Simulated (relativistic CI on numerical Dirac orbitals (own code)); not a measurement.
**Ions with 26 electrons, Fe to Rh19+**

Method of calculation: Dirac-Coulomb-Breit CI, separate exchange-only KLI orbitals for each configuration, QED by a radiative potential, unscaled Slater integrals (own radial code, finite nucleus).

CI space (outside the closed core [Ne]): 3s²3p⁶3d⁸, 3s²3p⁶3d⁶4s², 3s²3p⁵3d⁹, 3s²3p⁴3d¹⁰, 3s3p⁶3d⁹, 3s²3p⁶3d⁷4s, 3s²3p⁶3d⁷4p. Levels of other configurations are missing.

Energies above each ion's lowest level, in cm⁻¹. Levels are followed by their leading LS label, which can pass from one level to another where the coupling changes.

| Ion | 3s²3p⁶3d⁸ ³F4 | 3s²3p⁶3d⁸ ³F3 | 3s²3p⁶3d⁸ ³F2 | 3s²3p⁶3d⁸ ³P2 | 3s²3p⁶3d⁸ ³P1 |
| --- | --- | --- | --- | --- | --- |
| Fe |  |  |  |  |  |
| Co+ | 10731.2 | 11631.7 | 12251.2 | 24538.6 | 24839.7 |
| Ni2+ | 0.0 | 1311.3 | 2195.7 | 18726.4 | 19239.1 |
| Cu3+ | 0.0 | 1812.1 | 3006.6 | 21621.8 | 22257.7 |
| Zn4+ | 0.0 | 2417.6 | 3969.1 | 24481.7 | 25226.4 |
| Ga5+ | 0.0 | 3141.9 | 5096.0 | 27404.6 | 28229.7 |
| Ge6+ | 0.0 | 4000.3 | 6398.1 | 30451.6 | 31312.4 |
| As7+ | 0.0 | 5009.2 | 7882.6 | 33674.2 | 34507.4 |
| Se8+ | 0.0 | 6186.0 | 9552.3 | 37120.3 | 37842.7 |
| Br9+ | 0.0 | 7549.1 | 11403.3 | 40836.7 | 41344.1 |
| Kr10+ | 0.0 | 9118.3 | 13423.3 | 44870.6 | 45036.5 |
| Rb11+ | 0.0 | 10914.1 | 15589.7 | 49271.0 | 48944.6 |
| Sr12+ | 0.0 | 12958.5 | 17868.9 | 37780.2 | 53093.3 |
| Zr14+ | 0.0 | 17886.1 | 22582.7 | 44190.5 | 62215.2 |
| Nb15+ | 0.0 | 20818.9 | 24916.1 | 47950.7 | 67241.7 |
| Mo16+ | 0.0 | 24099.2 | 27174.6 | 52161.2 | 72615.6 |
| Tc17+ | 0.0 | 27754.8 | 29329.4 | 56866.5 | 78365.7 |
| Ru18+ | 0.0 | 31814.4 | 31367.4 | 62096.8 | 84522.0 |
| Rh19+ | 0.0 | 36307.8 |  | 67871.7 | 91115.3 |

In the calculation the lowest level changes from 3s²3p⁶3d⁶4s² ⁵D4 to 3s²3p⁶3d⁷4s ⁵F5 at Co+; from 3s²3p⁶3d⁷4s ⁵F5 to 3s²3p⁶3d⁸ ³F4 at Ni2+.

Between Z = 42 and 45 the energy of 3s²3p⁶3d⁸ ³F3 follows a local power law Z^5.9. For orientation: electrostatic splittings inside a shell grow about linearly with the screened charge, excitations that change n as its square, and fine structure as its fourth power; written in Z itself the exponents are larger, since the screened charge grows faster in proportion.

For Co+ NIST ASD gives another ground level, 3d8 3F4.

The members near neutrality are the least accurate: they can be off by several eV, miss lower levels of configurations outside the list, or start from a wrong lowest level.
